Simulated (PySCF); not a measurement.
F²⁺ (fluorine, charge +2) across methods

[He] 2s2 2p2 3d1, one real determinant (an excited configuration). Computed with PySCF 2.14 in aug-cc-pwCVDZ, with no relativity, point nucleus.

```json
{"method": "MN15", "E (hartree)": "-95.7075", "mean ε 2s β (eV)": "-76.167", "mean ε 2p α (eV)": "-63.949", "mean ε 3d α (eV)": "-4.982", "Σ⟨r²⟩ (bohr²)": "7.285", "⟨S²⟩": "3.750"}
{"method": "PBE", "E (hartree)": "-95.7008", "mean ε 2s β (eV)": "-72.468", "mean ε 2p α (eV)": "-60.120", "mean ε 3d α (eV)": "-3.424", "Σ⟨r²⟩ (bohr²)": "7.310", "⟨S²⟩": "3.750"}
{"method": "M06-L", "E (hartree)": "-95.7776", "mean ε 2s β (eV)": "-73.052", "mean ε 2p α (eV)": "-61.080", "mean ε 3d α (eV)": "-3.500", "Σ⟨r²⟩ (bohr²)": "7.305", "⟨S²⟩": "3.751"}
{"method": "r2SCAN", "E (hartree)": "-95.7358", "mean ε 2s β (eV)": "-72.956", "mean ε 2p α (eV)": "-61.467", "mean ε 3d α (eV)": "-3.374", "Σ⟨r²⟩ (bohr²)": "7.321", "⟨S²⟩": "3.751"}
{"method": "LDA", "E (hartree)": "-95.1149", "mean ε 2s β (eV)": "-72.253", "mean ε 2p α (eV)": "-60.060", "mean ε 3d α (eV)": "-3.042", "Σ⟨r²⟩ (bohr²)": "7.322", "⟨S²⟩": "3.750"}
{"method": "revPBE", "E (hartree)": "-95.7774", "mean ε 2s β (eV)": "-72.492", "mean ε 2p α (eV)": "-60.077", "mean ε 3d α (eV)": "-3.515", "Σ⟨r²⟩ (bohr²)": "7.309", "⟨S²⟩": "3.750"}
{"method": "PBE0", "E (hartree)": "-95.7022", "mean ε 2s β (eV)": "-74.972", "mean ε 2p α (eV)": "-63.486", "mean ε 3d α (eV)": "-4.339", "Σ⟨r²⟩ (bohr²)": "7.303", "⟨S²⟩": "3.751"}
{"method": "UHF", "E (hartree)": "-95.52793", "mean ε 2s β (eV)": "-80.670", "mean ε 2p α (eV)": "-72.898", "mean ε 3d α (eV)": "-6.479", "Σ⟨r²⟩ (bohr²)": "7.299", "⟨S²⟩": "3.752"}
```

Question: Estimate the same row for PBEsol.

Answer: E (hartree) = -95.4113; mean ε 2s β (eV) = -72.197; mean ε 2p α (eV) = -59.932; mean ε 3d α (eV) = -3.263; Σ⟨r²⟩ (bohr²) = 7.318; ⟨S²⟩ = 3.750.

⟨L²⟩ = 8.00 against 12 for a pure F term, so this real determinant mixes terms. The outer electron is Rydberg-like, and this basis confines it to a smaller radius and binds it less than a complete one would.
